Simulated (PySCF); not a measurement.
# Br (bromine, neutral): UHF calculation

Configuration: [Ar] 3d10 4s1 4p6, 2S determinant (an excited configuration). Calculation: PySCF 2.14, in aug-cc-pVTZ-DK (7s6p4d2f, 59 functions); scalar relativity by spin-free X2C-1e.

* Total energy: -2603.856829 hartree
* One-electron energy: -3619.7401 hartree
* Hartree (Coulomb) energy: 1106.8770 hartree
* Exchange energy: -90.9937 hartree
* ⟨S²⟩: 0.7835
* ⟨L²⟩: 0.000
* Sum of ⟨r⟩: 26.08 bohr
* Sum of ⟨r²⟩: 41.92 bohr²
* Langevin diamagnetic susceptibility: -33.2 ×10⁻⁶ cm³/mol

| shell | electrons | mean orbital energy (eV) | rms radius, mean of both spins (bohr) |
| --- | --- | --- | --- |
| 1s α | 1 | -13558.9 | 0.0492 |
| 1s β | 1 | -13558.6 | 0.0492 |
| 2s α | 1 | -1828.1 | 0.205 |
| 2s β | 1 | -1827.7 | 0.205 |
| 2p α | 3 | -1607.8 | 0.183 |
| 2p β | 3 | -1607.6 | 0.183 |
| 3s α | 1 | -279.91 | 0.588 |
| 3s β | 1 | -278.96 | 0.588 |
| 3p α | 3 | -207.91 | 0.607 |
| 3p β | 3 | -207.42 | 0.607 |
| 3d α | 5 | -88.229 | 0.650 |
| 3d β | 5 | -87.929 | 0.650 |
| 4s α | 1 | -31.027 | 1.79 |
| 4p α | 3 | -14.227 | 2.28 |
| 4p β | 3 | -10.791 | 2.28 |

Densities and radii are taken from the X2C orbitals without a picture-change correction, which distorts them close to the nucleus.
